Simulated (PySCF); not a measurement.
A PySCF script (with the pyscf-properties extension) for the NMR shieldings of SMILES [SiH3]CP(CC)C1=COC=C1, C$_{7}$H$_{13}$OPSi, on a GFN2-xTB geometry:

```python
import basis_set_exchange as bse
import numpy as np
from pyscf import gto, dft
from pyscf.prop import nmr

atoms = """
C     2.828040   -1.516053    0.014046
C     1.981519   -0.252602   -0.048105
P     0.332304   -0.554981   -0.876693
C    -0.533184   -1.441975    0.501826
Si   -2.415383   -1.517207    0.226608
C    -0.344592    1.109154   -0.602495
C    -0.546638    1.839516    0.605624
C    -1.087479    3.028293    0.238018
O    -1.235907    3.096281   -1.096857
C    -0.786450    1.935248   -1.595506
H     3.805853   -1.299814    0.441275
H     2.970511   -1.926334   -0.983808
H     2.347646   -2.275083    0.628291
H     2.493936    0.508486   -0.644415
H     1.819109    0.155111    0.954019
H    -0.131832   -2.457654    0.518154
H    -0.288717   -0.974480    1.457506
H    -2.688572   -2.085384   -1.092446
H    -2.983266   -2.369282    1.276363
H    -2.995899   -0.177052    0.333011
H    -0.322947    1.523109    1.604047
H    -1.399280    3.880108    0.810028
H    -0.823522    1.799577   -2.658410
"""
names = dict.fromkeys(["C", "P", "Si", "O", "H"], "pcSseg-1")
basis = {el: gto.basis.parse(bse.get_basis(n, elements=[el], fmt="nwchem")) for el, n in names.items()}
mol = gto.M(atom=atoms, basis=basis, charge=0, verbose=0)
mf = dft.RKS(mol, xc="PBE0")
mf.grids.level = 2
mf.grids.alignment = dft.numint.BLKSIZE   # the property module wants whole blocks of grid points
mf.conv_tol = 1e-9
mf.kernel()

calc = nmr.RKS(mf)   # GIAO
C = mf.mo_coeff
Co = C[:, mf.mo_occ > 0]
resp = mf.gen_response(singlet=True, hermi=2)
def vind(x):   # induced exchange potential for any number of trial vectors
    d = np.einsum("pi,xij,qj->xpq", C, 2 * x.reshape(-1, C.shape[1], Co.shape[1]), Co, optimize=True)
    return np.einsum("xpq,pi,qj->xij", resp(d - d.transpose(0, 2, 1)), C, Co, optimize=True).ravel()
mo1, _ = nmr.rhf.solve_mo1(calc, with_cphf=vind)
sigma = calc.kernel(mo1)
for i, s in enumerate(sigma):   # ppm
    w = np.linalg.eigvalsh((s + s.T) / 2)
    print("%2d %-2s iso %8.1f  s11 %8.1f  s22 %8.1f  s33 %8.1f" % (i, mol.atom_pure_symbol(i), w.mean(), *w))
```

Task: What does it print?

Result: 
```
 0 C  iso    174.3  s11    162.7  s22    172.1  s33    188.1
 1 C  iso    149.8  s11    138.1  s22    143.7  s33    167.6
 2 P  iso    394.2  s11    364.2  s22    394.0  s33    424.6
 3 C  iso    177.5  s11    164.1  s22    174.1  s33    194.1
 4 Si iso    425.2  s11    398.9  s22    410.5  s33    466.3
 5 C  iso     56.8  s11    -20.7  s22     37.1  s33    153.9
 6 C  iso     70.2  s11    -23.2  s22     67.5  s33    166.3
 7 C  iso     37.5  s11    -42.8  s22     48.5  s33    107.0
 8 O  iso     28.5  s11   -120.0  s22    -48.0  s33    253.5
 9 C  iso     33.4  s11    -49.4  s22     49.5  s33    100.0
10 H  iso     30.2  s11     25.1  s22     27.1  s33     38.4
11 H  iso     30.6  s11     25.8  s22     28.7  s33     37.2
12 H  iso     30.6  s11     25.3  s22     30.9  s33     35.6
13 H  iso     30.0  s11     24.7  s22     30.1  s33     35.1
14 H  iso     30.0  s11     24.8  s22     31.4  s33     33.9
15 H  iso     30.6  s11     24.7  s22     29.4  s33     37.7
16 H  iso     30.8  s11     27.1  s22     29.2  s33     36.3
17 H  iso     28.0  s11     24.5  s22     26.0  s33     33.5
18 H  iso     27.7  s11     24.0  s22     24.9  s33     34.2
19 H  iso     28.4  s11     23.3  s22     30.3  s33     31.6
20 H  iso     24.9  s11     22.5  s22     23.1  s33     29.2
21 H  iso     24.1  s11     21.0  s22     24.6  s33     26.6
22 H  iso     24.1  s11     20.9  s22     23.8  s33     27.5
```

These numbers come from an equivalent density-fitted implementation of the same equations, which agrees with the script to about 0.01 ppm for H and up to a few tenths of a ppm for heavy atoms, so last digits may differ.

Size and cost of the density-fitted run: 249 basis functions, 50 s wall time on 1 thread of an Intel Xeon 6975P-C, shared host; peak memory 1.2 GiB.
